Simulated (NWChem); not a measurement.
# CH3FOTe; SMILES CO[Te]F

```xyz
7

Te     0.3144    -0.4756     0.0282
F     -1.5714    -0.9374    -0.0694
O      0.1573     1.3913    -0.5680
C     -0.3406     2.3558     0.3352
H      0.1985     2.3527     1.2990
H     -0.2043     3.3387    -0.1423
H     -1.4157     2.2095     0.5334
```
Atoms are numbered in this order, from 1.

Results from NWChem. Structure relaxed at the PBE0/def2-SVP level. def2 effective core potentials on Te; no spin-orbit coupling. Vertical excitations in the gas phase; the lowest state need not have the same character in each row.

| level | lowest excitation, singlet (eV) | oscillator strength of that lowest state | orbital gap (eV) |
|---|---|---|---|
| PBE/def2-SVP, full TDDFT | 2.53 | 0.000 | 2.18 |
| B3LYP/def2-SVP, full TDDFT | 2.62 | 0.000 | 3.79 |
| BHandHLYP/def2-SVP, full TDDFT | (withheld) | 0.000 | (withheld) |
| LRC-wPBEh/def2-SVP, full TDDFT | 2.65 | 0.000 | 7.81 |

Task: Complete the blanks.

Result: 
- BHandHLYP/def2-SVP, full TDDFT, lowest excitation, singlet (eV): 2.74
- BHandHLYP/def2-SVP, full TDDFT, orbital gap (eV): 6.25
